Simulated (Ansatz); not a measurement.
# Nudged elastic band run: C₂H₅BFNSe

input.yaml

```yaml
crystal:
  periodic: [false, false, false]
  atoms:
    - { symbol: "N", position_ang: [-0.260667, -1.589005, 1.295678] }
    - { symbol: B, position_ang: [0.351859, -0.44304, 0.782077] }
    - { symbol: C, position_ang: [-0.241841, 0.215094, -0.515418] }
    - { symbol: F, position_ang: [-1.146653, -0.536427, -1.2175] }
    - { symbol: C, position_ang: [0.401327, 1.305638, -1.27269] }
    - { symbol: Se, position_ang: [-0.880264, 2.07392, 0.027157] }
    - { symbol: H, position_ang: [0.041234, -2.055126, 2.149772] }
    - { symbol: H, position_ang: [-1.074985, -2.014408, 0.848437] }
    - { symbol: H, position_ang: [1.328101, 0.042634, 1.317103] }
    - { symbol: H, position_ang: [1.46095, 1.535427, -1.069711] }
    - { symbol: H, position_ang: [0.086339, 1.408393, -2.324305] }
basis:
  gaussian: { orbitals: def2-SVP }
hamiltonian:
  xc: pbe
  dispersion: d4
neb:
  order_check: false
  images: 5
  f_tol: 0.05
  max_iterations: 60
  final_atoms:
    - { symbol: "N", position_ang: [-0.15711721, -1.14706478, 1.55959684] }
    - { symbol: B, position_ang: [-0.05620868, -0.07421389, 0.43002399] }
    - { symbol: C, position_ang: [0.1465952, -0.13965335, -0.99238561] }
    - { symbol: F, position_ang: [0.32552542, -1.10571899, -1.942285] }
    - { symbol: C, position_ang: [0.13359209, 1.31411678, -1.35964515] }
    - { symbol: Se, position_ang: [-0.16534991, 1.928454, 0.55718675] }
    - { symbol: H, position_ang: [-0.03030408, -2.08673093, 1.14932603] }
    - { symbol: H, position_ang: [-1.07290984, -1.13699235, 2.04289777] }
    - { symbol: H, position_ang: [0.56666456, -1.02355869, 2.28983108] }
    - { symbol: H, position_ang: [1.08928424, 1.74674304, -1.72802275] }
    - { symbol: H, position_ang: [-0.71437179, 1.66771916, -1.98592395] }
  initial_path:
    images:
      - { positions_ang: [[-0.260667, -1.589005, 1.295678], [0.351859, -0.44304, 0.782077], [-0.241841, 0.215094, -0.515418], [-1.146653, -0.536427, -1.2175], [0.401327, 1.305638, -1.27269], [-0.880264, 2.07392, 0.027157], [0.041234, -2.055126, 2.149772], [-1.074985, -2.014408, 0.848437], [1.328101, 0.042634, 1.317103], [1.46095, 1.535427, -1.069711], [0.086339, 1.408393, -2.324305]] }
      - { positions_ang: [[-0.09613235, -1.5692501, 1.30262772], [0.19717413, -0.30069727, 0.88190873], [-0.36574981, 0.31340932, -0.46407674], [-1.28287026, -0.3998342, -1.13427212], [0.41806274, 1.21452074, -1.27160157], [-0.81777594, 2.21141702, -0.14919507], [0.33854546, -1.9580624, 1.63593318], [-0.93469614, -2.0077616, 0.91919974], [0.99763696, -0.15641377, 1.61140692], [1.47031833, 1.37470826, -0.99220195], [0.14088689, 1.22106401, -2.31912884]] }
      - { positions_ang: [[0.06840229, -1.54949519, 1.30957743], [0.04248925, -0.15835454, 0.98174047], [-0.48965863, 0.41172464, -0.41273548], [-1.41908752, -0.2632414, -1.05104424], [0.43479848, 1.12340348, -1.27051315], [-0.75528789, 2.34891404, -0.32554713], [0.63585693, -1.86099881, 1.12209435], [-0.79440728, -2.00111521, 0.98996248], [0.66717292, -0.35546155, 1.90571084], [1.47968666, 1.21398952, -0.9146929], [0.19543478, 1.03373501, -2.31395269]] }
      - { positions_ang: [[0.23293694, -1.52974029, 1.31652715], [-0.11219562, -0.01601181, 1.0815722], [-0.61356744, 0.51003996, -0.36139421], [-1.55530478, -0.1266486, -0.96781635], [0.45153422, 1.03228621, -1.26942472], [-0.69279983, 2.48641107, -0.5018992], [0.93316839, -1.76393521, 0.60825553], [-0.65411841, -1.99446881, 1.06072523], [0.33670887, -0.55450932, 2.20001476], [1.48905499, 1.05327078, -0.83718385], [0.24998267, 0.84640602, -2.30877653]] }
      - { positions_ang: [[0.10291889, -1.40218178, 1.39755038], [-0.09353331, -0.0354125, 0.86438947], [-0.36017989, 0.29347552, -0.57172468], [-0.92836138, -0.4530054, -1.29263924], [0.34555351, 1.12622973, -1.2994982], [-0.51698319, 2.30042538, -0.14887055], [0.6120109, -1.87153378, 0.78861236], [-0.79371556, -1.70864332, 1.38811607], [0.41336077, -0.71085911, 2.22995353], [1.35579807, 1.2844282, -1.13413015], [-0.07146882, 1.12017707, -2.201159]] }
      - { positions_ang: [[-0.02709916, -1.27462328, 1.47857361], [-0.07487099, -0.0548132, 0.64720673], [-0.10679235, 0.07691108, -0.78205515], [-0.30141798, -0.77936219, -1.61746212], [0.2395728, 1.22017326, -1.32957168], [-0.34116655, 2.11443969, 0.2041581], [0.29085341, -1.97913235, 0.9689692], [-0.9333127, -1.42281783, 1.71550692], [0.49001266, -0.8672089, 2.25989231], [1.22254116, 1.51558562, -1.43107645], [-0.3929203, 1.39394812, -2.09354148]] }
      - { positions_ang: [[-0.15711721, -1.14706478, 1.55959684], [-0.05620868, -0.07421389, 0.43002399], [0.1465952, -0.13965335, -0.99238561], [0.32552542, -1.10571899, -1.942285], [0.13359209, 1.31411678, -1.35964515], [-0.16534991, 1.928454, 0.55718675], [-0.03030408, -2.08673093, 1.14932603], [-1.07290984, -1.13699235, 2.04289777], [0.56666456, -1.02355869, 2.28983108], [1.08928424, 1.74674304, -1.72802275], [-0.71437179, 1.66771916, -1.98592395]] }
```

Run as:

```bash
$ ansatz run input.yaml --threads 2 --pin off --max-ram 3072MiB --backend cpu --events-out ev --progress --plain --runs-dir out
```

Output, in part (warnings, iteration lines, the closing report on the highest movable image, with atoms numbered from 0):

```
NEB end point (image 0): max|allowed force component| = 3.836e-3 eV/Å (the criterion of neb.relax_end_points is 1.000e-2)
NEB end point (image 6): max|allowed force component| = 1.056e-2 eV/Å (the criterion of neb.relax_end_points is 1.000e-2)
NEB iter   1: max|band force component| = 5.041e1 eV/Å  barrier→ = 10.2924 eV  barrier← = 8.7342 eV  Δτ_max = 0.1995 Å  (300 SCF iters)
NEB iter   2: max|band force component| = 7.439e0 eV/Å  barrier→ = 5.7860 eV  barrier← = 4.2278 eV  Δτ_max = 0.1996 Å  (189 SCF iters)
NEB iter   3: max|band force component| = 4.662e0 eV/Å  barrier→ = 4.8093 eV  barrier← = 3.2511 eV  Δτ_max = 0.2000 Å  (173 SCF iters)
NEB iter   4: max|band force component| = 2.155e0 eV/Å  barrier→ = 4.4071 eV  barrier← = 2.8489 eV  Δτ_max = 0.2000 Å  (181 SCF iters)
NEB iter   5: max|band force component| = 1.906e0 eV/Å  barrier→ = 4.0344 eV  barrier← = 2.4762 eV  Δτ_max = 0.2000 Å  (169 SCF iters)
NEB iter   6: max|band force component| = 1.411e0 eV/Å  barrier→ = 4.1477 eV  barrier← = 2.5895 eV  Δτ_max = 0.2000 Å  (172 SCF iters)
NEB iter   7: max|band force component| = 1.096e0 eV/Å  barrier→ = 4.0199 eV  barrier← = 2.4617 eV  Δτ_max = 0.2000 Å  (175 SCF iters)
NEB iter   8: max|band force component| = 9.848e-1 eV/Å  barrier→ = 3.3570 eV  barrier← = 1.7988 eV  Δτ_max = 0.2000 Å  (172 SCF iters)
NEB iter   9: max|band force component| = 5.841e-1 eV/Å  barrier→ = 3.8075 eV  barrier← = 2.2493 eV  Δτ_max = 0.1951 Å  (174 SCF iters)
NEB iter  10: max|band force component| = 5.899e-1 eV/Å  barrier→ = 4.0158 eV  barrier← = 2.4576 eV  Δτ_max = 0.1999 Å  (172 SCF iters)
NEB iter  11: max|band force component| = 7.242e-1 eV/Å  barrier→ = 4.2104 eV  barrier← = 2.6522 eV  Δτ_max = 0.1003 Å  (177 SCF iters)
NEB iter  12: max|band force component| = 7.352e-1 eV/Å  barrier→ = 4.1976 eV  barrier← = 2.6394 eV  Δτ_max = 0.0500 Å  (156 SCF iters)
NEB iter  13: max|band force component| = 6.713e-1 eV/Å  barrier→ = 4.1443 eV  barrier← = 2.5861 eV  CI = image 4  Δτ_max = 0.1002 Å  (159 SCF iters)
NEB iter  14: max|band force component| = 6.728e-1 eV/Å  barrier→ = 4.0888 eV  barrier← = 2.5306 eV  CI = image 4  Δτ_max = 0.1001 Å  (155 SCF iters)
NEB iter  15: max|band force component| = 5.885e-1 eV/Å  barrier→ = 4.0314 eV  barrier← = 2.4732 eV  CI = image 4  Δτ_max = 0.2000 Å  (156 SCF iters)
NEB iter  16: max|band force component| = 5.397e-1 eV/Å  barrier→ = 3.8490 eV  barrier← = 2.2908 eV  CI = image 4  Δτ_max = 0.1998 Å  (162 SCF iters)
NEB iter  17: max|band force component| = 6.716e-1 eV/Å  barrier→ = 3.6457 eV  barrier← = 2.0875 eV  CI = image 4  Δτ_max = 0.1996 Å  (163 SCF iters)
NEB iter  18: max|band force component| = 6.722e-1 eV/Å  barrier→ = 3.4041 eV  barrier← = 1.8459 eV  CI = image 4  Δτ_max = 0.1986 Å  (165 SCF iters)
NEB iter  19: max|band force component| = 7.611e-1 eV/Å  barrier→ = 3.1603 eV  barrier← = 1.6021 eV  CI = image 4  Δτ_max = 0.1965 Å  (167 SCF iters)
NEB iter  20: max|band force component| = 5.368e-1 eV/Å  barrier→ = 2.9649 eV  barrier← = 1.4067 eV  CI = image 4  Δτ_max = 0.1997 Å  (165 SCF iters)
NEB iter  21: max|band force component| = 5.865e-1 eV/Å  barrier→ = 2.8139 eV  barrier← = 1.2556 eV  CI = image 4  Δτ_max = 0.2000 Å  (164 SCF iters)
NEB iter  22: max|band force component| = 6.550e-1 eV/Å  barrier→ = 2.7278 eV  barrier← = 1.1696 eV  CI = image 4  Δτ_max = 0.1988 Å  (169 SCF iters)
NEB iter  23: max|band force component| = 5.007e-1 eV/Å  barrier→ = 2.6958 eV  barrier← = 1.1376 eV  CI = image 4  Δτ_max = 0.1905 Å  (157 SCF iters)
NEB iter  24: max|band force component| = 4.840e-1 eV/Å  barrier→ = 2.6376 eV  barrier← = 1.0794 eV  CI = image 4  Δτ_max = 0.1155 Å  (157 SCF iters)
NEB iter  25: max|band force component| = 3.010e-1 eV/Å  barrier→ = 2.6067 eV  barrier← = 1.0485 eV  CI = image 4  Δτ_max = 0.0572 Å  (155 SCF iters)
NEB iter  26: max|band force component| = 1.411e-1 eV/Å  barrier→ = 2.6010 eV  barrier← = 1.0428 eV  CI = image 4  Δτ_max = 0.0350 Å  (160 SCF iters)
NEB iter  27: max|band force component| = 1.238e-1 eV/Å  barrier→ = 2.5977 eV  barrier← = 1.0394 eV  CI = image 4  Δτ_max = 0.0323 Å  (164 SCF iters)
NEB iter  28: max|band force component| = 7.867e-2 eV/Å  barrier→ = 2.5966 eV  barrier← = 1.0384 eV  CI = image 4  Δτ_max = 0.0229 Å  (160 SCF iters)
NEB iter  29: max|band force component| = 6.614e-2 eV/Å  barrier→ = 2.5955 eV  barrier← = 1.0373 eV  CI = image 4  Δτ_max = 0.0253 Å  (166 SCF iters)
NEB iter  30: max|band force component| = 5.094e-2 eV/Å  barrier→ = 2.5948 eV  barrier← = 1.0366 eV  CI = image 4  Δτ_max = 0.0065 Å  (162 SCF iters)
NEB iter  31: max|band force component| = 3.371e-2 eV/Å  barrier→ = 2.5947 eV  barrier← = 1.0364 eV  CI = image 4  Δτ_max = 0.0000 Å  (314 SCF iters)
Total energy: -72355.33726565 eV, -2659.0096003037 hartree
Atom 0 at    -0.443807    -1.237876     1.467146 Å, force     0.004954     0.008662    -0.033365 eV/Å
Atom 1 at    -0.545714    -0.136441     0.402876 Å, force     0.009871    -0.012549     0.004738 eV/Å
Atom 2 at     0.301615    -0.155723    -0.802454 Å, force    -0.005620    -0.008983    -0.001817 eV/Å
Atom 3 at     0.865433    -1.096874    -1.608883 Å, force    -0.000252     0.004904     0.001895 eV/Å
Atom 4 at     0.316766     1.295857    -1.178948 Å, force     0.000352     0.018236    -0.009178 eV/Å
Atom 5 at    -0.809121     1.841416     0.418421 Å, force     0.001724     0.008577     0.003525 eV/Å
Atom 6 at    -0.908029    -2.143913     1.329138 Å, force    -0.001320    -0.009442     0.013283 eV/Å
Atom 7 at    -0.416441    -0.948984     2.447802 Å, force    -0.001258     0.004496     0.000489 eV/Å
Atom 8 at     0.619614    -0.838732     0.802331 Å, force    -0.006164    -0.006072     0.017284 eV/Å
Atom 9 at     1.299565     1.811441    -1.137315 Å, force    -0.002390    -0.003744     0.002553 eV/Å
Atom 10 at    -0.214481     1.552930    -2.119513 Å, force     0.000102    -0.004085     0.000592 eV/Å
Dipole moment:    -0.010229    -0.508738     0.546668 e Å
```

The run converged. The profile has 2 maxima (images 1, 4) with wells between them (image 2): this band takes more than one step, which may be the mechanism or a detour left from its start path. Neighbouring images differ by up to 1.8 eV, so the band resolves the path poorly. A vibrational analysis at the climbing image gives one clearly imaginary mode, 1394i cm⁻¹: a first-order saddle point. The orbitals stay closed-shell, which can raise the energy where a bond breaks towards radicals; this wasn't checked here.

Final band (atoms are numbered from 1 in the order of the input):

```json
{"image": "0", "path coordinate (Å)": "0.00", "energy (eV)": "0.00", "B2–H9 (Å)": "1.21", "N1–H9 (Å)": "2.28", "B2–Se6 (Å)": "2.90"}
{"image": "1", "path coordinate (Å)": "1.80", "energy (eV)": "0.96", "B2–H9 (Å)": "1.22", "N1–H9 (Å)": "2.35", "B2–Se6 (Å)": "2.36"}
{"image": "2", "path coordinate (Å)": "3.61", "energy (eV)": "0.20", "B2–H9 (Å)": "1.22", "N1–H9 (Å)": "2.32", "B2–Se6 (Å)": "2.82"}
{"image": "3", "path coordinate (Å)": "5.41", "energy (eV)": "0.76", "B2–H9 (Å)": "1.20", "N1–H9 (Å)": "2.16", "B2–Se6 (Å)": "2.39"}
{"image": "4", "path coordinate (Å)": "7.21", "energy (eV)": "2.59", "B2–H9 (Å)": "1.42", "N1–H9 (Å)": "1.32", "B2–Se6 (Å)": "2.00"}
{"image": "5", "path coordinate (Å)": "8.72", "energy (eV)": "1.62", "B2–H9 (Å)": "2.17", "N1–H9 (Å)": "1.03", "B2–Se6 (Å)": "2.01"}
{"image": "6", "path coordinate (Å)": "10.22", "energy (eV)": "1.56", "B2–H9 (Å)": "2.18", "N1–H9 (Å)": "1.04", "B2–Se6 (Å)": "2.01"}
```

Run time: 6.2 min on 2 threads of Intel(R) Xeon(R) 6975P-C (Granite Rapids), with other jobs on the host, peak memory 0.21 GiB.
